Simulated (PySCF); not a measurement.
## Rhenium: a sound run and one with changed settings

Sound run: Re [Xe] 4f14 5d5 6s2, Re⁺ [Xe] 4f14 5d5 6s1. Computed with PySCF 2.14 in aug-cc-pVDZ-PP with ECP60MDF, with a scalar-relativistic core potential. In the sound run the correlated levels freeze 5s2 5p6 outside the core potential. The sound run starts from symmetry-adapted Hartree-Fock orbitals and uses a fine grid where one is needed.

Changed run: all electrons correlated in a basis built for the valence shell.

```tsv
species	method	sound run (hartree)	changed run (hartree)	converged
Re	MP2	-77.94441	-78.12044	yes
Re⁺	MP2	-77.67740	-77.84522	yes
```

Ionisation energy of Re:

```
 method  sound run (eV)  changed run (eV)
    UHF           5.944             5.944
    MP2           7.266             7.489
SCS-MP2           7.522             7.615
```

A valence basis has no tight correlating functions, so it recovers only part of the core correlation, and not evenly between atom and ion.

For comparison, NIST gives 7.834 eV between the lowest levels.
